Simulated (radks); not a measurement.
These are the eigenvalues of the occupied orbitals of an atom or ion with whole-number occupations (hartree). Calculated with a radial shooting solver on a logarithmic mesh with Libxc functionals: scalar-relativistic Kohn-Sham, r2SCAN, spin-polarised, spherical densities, finite nucleus; meta-GGA in the generalised Kohn-Sham scheme; Fermi nuclear charge, rms radius of each element as measured or else 0.836 A^(1/3) + 0.57 fm.

orbital  eigenvalue
1s up     -1540.173
1s down   -1540.173
2s down   -249.4369
2s up     -249.4364
2p down   -223.1834
2p up     -223.1831
3s up     -55.00143
3s down   -54.97567
3p up     -46.63956
3p down   -46.61367
3d up     -34.90491
3d down   -34.88440
4s up     -11.97854
4s down   -11.90379
4p up      -9.22590
4p down    -9.14946
4d up      -5.27308
4d down    -5.19446
5s up      -2.46872
5s down    -2.42569
5p up      -1.76497
5p down    -1.73245
4f up      -1.10404

Which element is it, and in what charge state? The configuration may be excited. Open shells, if any, are filled with parallel spins first.

Answer. Z = 59, praseodymium, charge +3: Pr3+ in [Xe] 4f2. The list shows which subshells hold electrons but not how many an open one holds; the 1s level, -1540.2 hartree, gives Z - s = 55.5 by -(Z - s)^2/2, which with screening and relativity narrows Z to a few neighbours, and the depths of the outer levels then fix element, charge and occupations together.
